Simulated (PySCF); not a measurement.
Predicted microwave data (PBE0/def2-SVPD in PySCF (dipole) on a GFN2-xTB geometry, gas phase) for one isomer of C4H8ClNSi:

```
Rotational constants : A = 2257, B = 1148, C = 815.3 MHz
Dipole components    : |μa| = 1.20 D, |μb| = 1.87 D, |μc| = 0.72 D
Inertial defect      : -44.42 u·Å²
κ                    : -0.54
```

Question: Which candidate fits, each taken in the one conformer that was computed?
A. `[CH2:1]=[CH:2][CH2:3][Si@H:4]([Cl:5])[N:6]=[CH2:7]` with C1–C2–C3–Si4 110°, C2–C3–Si4–Cl5 -172°, C3–Si4–N6–C7 -118°
B. `[H]/[N:5]=[CH:4]/[C:3](=[CH:2]/[CH3:1])[SiH2:6][Cl:7]` with C2–C3–C4–N5 179°, C2–C3–Si6–Cl7 104°
C. `[SiH3:1][NH:2][C@@H:3]1[CH:4]=[C:5]([Cl:6])[CH2:7]1` with Si1–N2–C3–C4 -174°
D. `[CH3:1][C@@H:2]([CH2:3][C:4]#[N:5])[SiH2:6][Cl:7]` with C1–C2–C3–C4 64°, C1–C2–Si6–Cl7 -179°

Answer: A. It is C=CC[Si@H](Cl)N=C, an asymmetric top, point group C1. The candidates at the same level (rigid rotor, commonest isotopes):

| SMILES | A (MHz) | B (MHz) | C (MHz) | μa (D) | μb (D) | μc (D) | Δ (u·Å²) | point group | rotor |
| --- | --- | --- | --- | --- | --- | --- | --- | --- | --- |
| [SiH3]N[C@@H]1C=C(Cl)C1 | 7724 | 666.4 | 642.0 | 0.82 | 0.09 | 0.06 | -36.56 | C1 | near-prolate asymmetric top |
| C=CC[Si@H](Cl)N=C | 2257 | 1148 | 815.3 | 1.20 | 1.87 | 0.72 | -44.42 | C1 | asymmetric top |
| [H]/N=C/C(=C/C)[SiH2]Cl | 2135 | 1363 | 966.6 | 3.48 | 0.86 | 0.39 | -84.72 | C1 | asymmetric top |
| C[C@@H](CC#N)[SiH2]Cl | 2394 | 1200 | 973.0 | 0.38 | 3.23 | 2.26 | -113.02 | C1 | asymmetric top |

`C[C@@H](CC#N)[SiH2]Cl` has C 19 % too high; `[H]/N=C/C(=C/C)[SiH2]Cl` has B 19 % too high; `[SiH3]N[C@@H]1C=C(Cl)C1` has A 242 % too high. No structure here is proved a minimum.
